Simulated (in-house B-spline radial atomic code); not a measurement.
Settings and results of a run for the antimony ion Sb³⁺ (with a hole in an inner shell). Computed with a B-spline radial code for spherical atoms: Dirac-Kohn-Sham PBE, spherical fractional occupations, Fermi nucleus of rms radius 4.6802 fm.

In the input, a minus or plus after the letter marks the j = l - 1/2 or j = l + 1/2 subshell.

Command:
```bash
python run_scf.py task.json out
```
Settings (nuclear radius in fm, mass in u):
```
Z                51
configuration    1s2 2s2 2p6 3s2 3p6 3d10 4s2 4p-1 4p+3 4d10 5s2 5p2
hamiltonian      dirac
method           pbe,pbe
spin_polarised   False
nucleus          fermi
rms_radius       4.6802
atomic_mass      120.90381
speed_of_light   137.035999084
```

Output (hartree, bohr):
```
 radial grid: 73 intervals, B-splines of order 8, outer radius 39.1892 bohr

 iter        energy (Eh)    residual
    1       -6457.239072    5.83e-01
    2       -6465.492302    5.55e-01
    3       -6473.054937    1.05e-01
    4       -6473.385343    3.04e-02
    5       -6473.397285    1.13e-02
    6       -6473.400246    3.83e-03
    7       -6473.400674    2.10e-04
    8       -6473.400675    1.75e-05
    9       -6473.400675    1.38e-07

 total energy                     -6473.40068
 kinetic                            6830.5260
 electron-nucleus                 -15635.3543
 Hartree                            2499.9345
 exchange-correlation               -168.5068

 first-order corrections (not in the total)
   Gaunt                             5.2677
   retardation                      -0.5397
   frequency dependence             -0.0466
   self-energy                       3.5860
   Uehling                          -0.4747
   Wichmann-Kroll                    0.0102
   recoil                            0.0199

 orbital      occ     eigenvalue          <r>       <r^2>       <1/r>     <1/r^2>       <r^4>       r_max    small
 1s1/2      2.000     -1114.9775    0.0284208  0.00109393     54.3243     6397.13 3.12498e-06     0.01835  3.52e-02
 2s1/2      2.000      -171.2860     0.122199   0.0176662     12.6262     741.682 0.000538524      0.1038  7.47e-03
 2p1/2      2.000      -160.3896      0.10324   0.0131059      12.609     238.844 0.000345939     0.07982  7.49e-03
 2p3/2      4.000      -151.1314     0.108718   0.0144042     11.7039     186.635 0.000409383     0.08443  7.14e-03
 3s1/2      2.000       -35.1350     0.330067     0.12467     4.47892     147.274   0.0237087         0.3  2.18e-03
 3p1/2      2.000       -30.6774     0.320606    0.119472     4.38818     47.2383    0.022851      0.2864  2.12e-03
 3p3/2      4.000       -28.9672     0.331884    0.127805     4.16655     37.2666   0.0260431      0.2968  2.03e-03
 3d3/2      4.000       -21.0929     0.303002    0.108924     4.01558     20.3202   0.0218334      0.2425  1.91e-03
 3d5/2      6.000       -20.7373     0.306578    0.111363     3.95842     19.6296   0.0227484      0.2454  1.88e-03
 4s1/2      2.000        -7.2262     0.779918    0.686843     1.79723      31.893    0.692544      0.7186  6.18e-04
 4p1/2      1.000        -5.6959     0.815944    0.757957     1.69031     9.81799    0.870302      0.7396  5.61e-04
 4p3/2      3.000        -5.3647     0.842609    0.808117     1.62055     7.81142    0.989581      0.7629  5.33e-04
 4d3/2      4.000        -2.9058      0.96035      1.0749     1.38099     3.54344      1.9375      0.8208  4.05e-04
 4d5/2      6.000        -2.8539     0.970597     1.09789     1.36385     3.42311     2.02187      0.8289  3.98e-04
 5s1/2      2.000        -1.6467      1.89456     4.01844    0.693142     5.46787     23.3872        1.72  1.30e-04
 5p1/2      0.667        -1.2606      2.13304     5.11233    0.609477     1.53594     38.5332       1.912  1.03e-04
 5p3/2      1.333        -1.2135      2.19769     5.42349    0.588779     1.24314      43.253       1.972  9.80e-05
```

Run time, properties included: 0.99 s on 1 thread of Arm Neoverse V1, with other jobs on the host.

For the Dirac Hamiltonian the kinetic term is c α·p + (β - 1)c².
